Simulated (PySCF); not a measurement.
Sb, charge +1, triplet (core potentials on Sb). Base run: PySCF with B3LYP/def2-TZVP.

Here is a job for PySCF.
```python
from pyscf import gto, scf, dft

mol = gto.Mole()
mol.atom = '''
    Sb    0.00000000    0.00000000    0.00000000
'''
mol.basis = 'def2-tzvp'
mol.ecp = {'Sb': 'def2-tzvp'}
mol.charge = 1
mol.spin = 2
mol.verbose = 4
mol.build()

mf = dft.UKS(mol)
mf.xc = 'b3lyp'
mf.kernel()
```

The base run was repeated with changes; each row names its change, and settings that it needs were set with it.

| change | basis functions | E (Eh) | HOMO (eV) |
|---|---|---|---|
| base | 50 | -239.96545 | -13.35 |
| basis = Sapporo-DKH3-DZP-2012; relativity = spin-free X2C (without mol.ecp = {'Sb': 'def2-tzvp'}) | 52 | -6480.23843 | -13.37 |
| basis = Sapporo-DKH3-DZP-2012; relativity = spin-free X2C; nucleus = Gaussian (with mol.nucmod = 'G'; without mol.ecp = {'Sb': 'def2-tzvp'}) | 52 | -6480.07226 | -13.37 |
| basis = Sapporo-DKH3-DZP-2012; relativity = none (without mol.ecp = {'Sb': 'def2-tzvp'}) | 52 | -6130.38863 | -14.09 |
| basis = jorge-DZP-DKH; relativity = spin-free X2C (without mol.ecp = {'Sb': 'def2-tzvp'}) | 48 | -6472.94782 | -13.33 |
| basis = x2c-SVPall; relativity = spin-free X2C (without mol.ecp = {'Sb': 'def2-tzvp'}) | 36 | -6479.89111 | -13.40 |
| basis = jorge-DZP-DKH; relativity = spin-free X2C; nucleus = Gaussian (with mol.nucmod = 'G'; without mol.ecp = {'Sb': 'def2-tzvp'}) | 48 | -6472.78798 | -13.33 |
| basis = x2c-SVPall; relativity = spin-free X2C; nucleus = Gaussian (with mol.nucmod = 'G'; without mol.ecp = {'Sb': 'def2-tzvp'}) | 36 | -6479.75076 | -13.40 |
| basis = jorge-DZP-DKH; relativity = none (without mol.ecp = {'Sb': 'def2-tzvp'}) | 48 | -6249.62679 | -13.52 |
| basis = x2c-SVPall; relativity = none (without mol.ecp = {'Sb': 'def2-tzvp'}) | 36 | -6164.29696 | -14.24 |

Totals shift with the method and basis; they matter in differences.

Open shells are given as the SCF converged; they aren't shown to be the lowest states, and a large step between rows can be another state.

Basis sets contracted for a relativistic Hamiltonian are a mismatch without it, so the rows without relativity aren't non-relativistic limits. No row has spin-orbit coupling; sets with core potentials leave out the core electrons.
